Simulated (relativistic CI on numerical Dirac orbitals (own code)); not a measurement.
A reference radial Dirac CI calculation of Ti¹⁴⁺ gave the lowest total energy -734.12444 Ha in 44 SCF steps, from this input:

```
atom Ti  Z=22  charge=14  electrons=8
nucleus A=48  rms_radius_fm=3.5921
hamiltonian dirac-coulomb  breit=on  qed=on  c_scale=1
orbitals kli  potential=per-configuration
slater_scale 1
correlation none
mixing on
grid step=0.0125 r_max=6.9
scf mixing=0.4 start=green max_iterations=150 tolerance=2e-08 node_fill=0.05
configurations
  [He] 2s2 2p4
  [He] 2s 2p5
  [He] 2p6
  [He] 2p5 3s
  [He] 2s2 2p3 3s
end
```

One setting was then changed (and the iteration limit cut to 97), and the output read:

```
SCF 1: [He] 2s2 2p4
 iter      energy (Ha)   residual   last orbital (Ha)
    1      -728.497145   2.01e+00    -48.21313
    2      -732.346907   1.14e+00    -42.19029
    3      -734.226302   3.96e-02    -34.90405
    4      -734.229949   1.12e-02    -35.01533
    5      -734.229929   2.45e-04    -34.93892
    6      -734.229928   8.66e-05    -34.93840
    7      -734.229928   1.52e-06    -34.93802
    8      -734.229928   1.99e-07    -34.93801
    9      -734.229928   7.49e-09    -34.93801
SCF 2: [He] 2s 2p5
 iter      energy (Ha)   residual   last orbital (Ha)
    1      -724.509531   2.07e+00    -48.21313
    2      -728.786576   1.18e+00    -41.97299
    3      -730.858813   3.72e-02    -34.53679
    4      -730.862443   1.49e-02    -34.63808
    5      -730.862453   5.65e-04    -34.54122
    6      -730.862452   1.38e-04    -34.53955
    7      -730.862451   1.59e-06    -34.53895
    8      -730.862451   3.08e-07    -34.53894
    9      -730.862451   1.85e-09    -34.53894
SCF 3: [He] 2p6
 iter      energy (Ha)   residual   last orbital (Ha)
    1      -719.873444   2.14e+00    -48.21313
    2      -724.653530   1.21e+00    -41.75814
    3      -726.935705   5.61e-02    -34.07624
    4      -726.942915   3.44e-02    -34.34890
    5      -726.944605   2.99e-04    -34.15138
    6      -726.944606   1.24e-04    -34.15246
    7      -726.944608   2.29e-06    -34.15321
    8      -726.944608   4.67e-07    -34.15320
    9      -726.944608   8.32e-09    -34.15320
SCF 4: [He] 2p5 3s
 iter      energy (Ha)   residual   last orbital (Ha)
    1      -702.333606   2.01e+00    -18.26275
      ... 8 steps not shown
SCF 5: [He] 2s2 2p3 3s
 iter      energy (Ha)   residual   last orbital (Ha)
    1      -709.991136   1.87e+00    -18.26275
    2      -712.805395   1.07e+00    -16.75470
    3      -714.199848   2.70e-02    -14.96976
    4      -714.200411   1.45e-02    -14.94999
    5      -714.200765   7.86e-05    -14.91914
    6      -714.200766   1.84e-05    -14.91915
    7      -714.200766   3.83e-07    -14.91911
    8      -714.200766   7.48e-09    -14.91911
orbital energies (Ha): 1s -200.3270  2s -37.9421  2p1/2 -35.1819  2p3/2 -34.9380
configuration averages (Ha): Dirac-Coulomb, Breit, QED
  2s2 2p4                       -734.229928    0.222098    0.175210
  2s 2p5                        -730.862451    0.225080    0.166873
  2p6                           -726.944608    0.229491    0.158649
  2p5 3s                        -707.595306    0.216354    0.160612
  2s2 2p3 3s                    -714.200766    0.209826    0.177783
levels: no., configuration, term, J, E (cm-1), weight
   1 2s2 2p4                3P   2                0.0  0.95
   2 2s2 2p4                3P   1            39108.5  1.00
   3 2s2 2p4                3P   0            41923.4  0.92
   4 2s2 2p4                1D   2           110706.5  0.95
   5 2s2 2p4                1S   0           211845.9  0.90
   6 2s 2p5                 3P*  2           719894.4  1.00
   7 2s 2p5                 3P*  1           750577.6  0.99
   8 2s 2p5                 3P*  0           769584.5  1.00
   9 2s 2p5                 1P*  1           998629.3  0.99
  10 2p6                    1S   0          1695923.1  0.98
  11 2s2 2p3 3s             5S*  2          4305963.4  0.97
  12 2s2 2p3 3s             3S*  1          4350568.1  0.95
  13 2s2 2p3 3s             3D*  1          4438358.9  0.86
  14 2s2 2p3 3s             3D*  2          4439149.3  0.78
lowest total energy -734.124126 Ha
end: converged
```

(1) Which setting was changed?
A. grid step
B. start potential
C. SCF mixing
D. charge

## Answers

(1) A. The grid step 0.08. This setting is bad on purpose; its numbers may not be properties of the ion.
